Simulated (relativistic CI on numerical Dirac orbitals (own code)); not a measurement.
Hyperfine structure of Te⁴¹⁺, mass number 123

Computed by Dirac-Coulomb-Breit CI, separate exchange-only KLI orbitals for each configuration, QED by a radiative potential, unscaled Slater integrals (own radial code, finite nucleus).

Configurations in the expansion (outside the closed core [Ne]): 3s, 3p, 3d, 4s, 4p, 4d, 4f, 5s, 5p, 5d, 5f, 5g, 6s, 6p, 6d. Levels of other configurations are missing.

Nuclear spin I = 1/2, μ = -0.7358 μN (tables of Stone and Pyykkö). The electronic factors are computed for point nuclear moments, without core polarisation or the Bohr-Weisskopf and QED corrections.

```json
{"Level": "3s ²S1/2", "E (10³ cm⁻¹)": "0.0", "A (GHz)": "-1994"}
{"Level": "3p ²P°1/2", "E (10³ cm⁻¹)": "766.0", "A (GHz)": "-624.3"}
{"Level": "3p ²P°3/2", "E (10³ cm⁻¹)": "1348.8", "A (GHz)": "-96.87"}
{"Level": "3d ²D3/2", "E (10³ cm⁻¹)": "2324.1", "A (GHz)": "-50.26"}
{"Level": "3d ²D5/2", "E (10³ cm⁻¹)": "2453.2", "A (GHz)": "-20.8"}
{"Level": "4s ²S1/2", "E (10³ cm⁻¹)": "11186.5", "A (GHz)": "-813"}
{"Level": "4p ²P°1/2", "E (10³ cm⁻¹)": "11502.8", "A (GHz)": "-257.6"}
{"Level": "4p ²P°3/2", "E (10³ cm⁻¹)": "11739.6", "A (GHz)": "-40.24"}
```

Levels with J = 0, under 50 % of one LS term, or S terms without an open s electron are left out. Small factors come from cancelling terms and can be off by tens of per cent or more.

At this charge energies of transitions that change n are usually good to better than 1 %, and those within a shell (Δn = 0) to a few per cent.

**Question.** Give the hyperfine levels of 3s ²S1/2 relative to its centre of gravity.

**Answer.** With K = F(F + 1) − I(I + 1) − J(J + 1), E = AK/2: F = 0: 1495, F = 1: -498.4 GHz.
